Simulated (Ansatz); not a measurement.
Cost and result for the atomization energy of C4H2F4, SMILES `FC1=CC(F)C1(F)F` (10 atoms, 10 bonds).

```xyz
10

F     2.199   -0.141    0.993
C     0.968   -0.124    0.553
C    -0.218   -0.369    1.104
C    -0.963    0.030   -0.141
F    -1.674   -0.971   -0.742
C     0.432    0.287   -0.784
F     0.726   -0.497   -1.829
F     0.679    1.560   -1.154
H    -0.553   -0.693    2.078
H    -1.597    0.917   -0.078
```

Charge 0, multiplicity 1. All single points use the PBE0-D4/def2-TZVP geometry. Program: Ansatz. All runs use 4 threads of an Arm Neoverse V2 on a shared host. Times are those of one run each, without the atoms' runs, and a repeat can differ threefold. Electronic energies, without spin–orbit coupling; frozen cores. CCSD(T)/CBS adds CCSD(T) − MP2 in def2-TZVPP to the MP2 limit, and its time is that of the two runs behind it. T1 = 0.012.

CCSD(T)/CBS is a level of theory with its own doubt, some kJ/mol a heavy atom from the limit and from the frozen cores, so smaller differences don't rank the functionals.

```tsv
level	functions	wall time
revPBE-D4/def2-TZVPP	276	2.4 s
BLYP-D4/def2-TZVPP	276	2.4 s
PBE-D4/def2-TZVPP (with forces)	276	3 s
BHLYP-D4/def2-TZVPP	276	4 s
CAM-B3LYP-D4/def2-TZVPP	276	4.4 s
B2PLYP/def2-TZVPP	276	8 s
PBE-QIDH/def2-TZVPP	276	8 s
ωB97X-V/def2-TZVPP	276	9 s
ωB97M-V/def2-TZVPP (with forces)	276	14 s
CCSD(T)/def2-SVP	122	20 s
MP2/def2-QZVPP	516	31 s
CCSD(T)/def2-TZVPP	276	9.8 min
CCSD(T)/CBS(def2)	–	10 min
```

Problem. What atomization energy does each give, and how far from CCSD(T)/CBS? (An estimate is asked.)

Solution. Computed: 
```tsv
level	atomization (kJ/mol)	difference from CCSD(T)/CBS	per bond
revPBE-D4/def2-TZVPP	4437.5	78.3	7.8
BLYP-D4/def2-TZVPP	4398.8	39.6	4.0
PBE-D4/def2-TZVPP (with forces)	4613.5	254.3	25.4
BHLYP-D4/def2-TZVPP	4119.6	-239.6	-24.0
CAM-B3LYP-D4/def2-TZVPP	4396.3	37.1	3.7
B2PLYP/def2-TZVPP	4319.7	-39.5	-3.9
PBE-QIDH/def2-TZVPP	4372.9	13.7	1.4
ωB97X-V/def2-TZVPP	4390.8	31.6	3.2
ωB97M-V/def2-TZVPP (with forces)	4394.2	35.0	3.5
CCSD(T)/def2-SVP	4157.8	-201.4	-20.1
MP2/def2-QZVPP	4504.6	145.4	14.5
CCSD(T)/def2-TZVPP	4235.1	-124.1	-12.4
CCSD(T)/CBS(def2)	4359.2	0.0	0.0
```

Leaving LDA and LC-ωPBE aside and taking each functional with its dispersion term where it has one, the values spread over 494.0 kJ/mol, from BHLYP-D4 to PBE-D4. LDA lies +720.2 kJ/mol from PBE without D4, its usual overbinding. In def2-TZVPP, CCSD(T) changes the Hartree–Fock value by +1245.7 kJ/mol (the triples alone add +102.7 kJ/mol) and MP2 by +1442.0 kJ/mol; breaking electron pairs costs correlation energy, which Hartree–Fock lacks. The D4 term adds +33.4 kJ/mol with B3LYP and +17.4 kJ/mol with PBE0; it sums over pairs of atoms, weighted by their polarisabilities, and B3LYP, whose exchange is more repulsive, gets the larger term.

B3LYP here is the variant with VWN-RPA as its local correlation; programs differ in this.
